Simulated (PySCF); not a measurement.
Ir⁺ (iridium, charge +1) across methods

[Xe] 4f14 5d6 6s2, high-spin 5D determinant (an excited configuration). All numbers are calculated (PySCF 2.14, scalar relativity through the core potential, in aug-cc-pwCVTZ-PP with ECP60MDF).

```csv
method,E (hartree),mean ε 5d β (eV),mean ε 6s α (eV),mean ε 6s β (eV),Σ⟨r²⟩ (bohr²),⟨S²⟩
LDA,-103.8120,-16.107,-15.415,-14.075,45.51,6.004
MN15,-103.8411,-18.555,-17.003,-15.433,45.47,6.005
UHF,-103.28103,-21.308,-17.686,-15.507,46.16,6.014
PBE0,-103.9958,-17.722,-15.973,-14.391,45.43,6.006
r2SCAN,-104.0475,-16.404,-15.425,-13.776,45.37,6.012
PBE,-104.0336,-16.182,-15.137,-13.660,45.47,6.005
HSE06,-103.9949,-17.308,-15.569,-14.082,45.44,6.005
BHandHLYP,-103.8909,-19.159,-16.571,-15.209,45.61,6.006
```

Energies and moments cover only the electrons outside the core potential. Spin-orbit coupling, absent here, splits the open shell strongly.
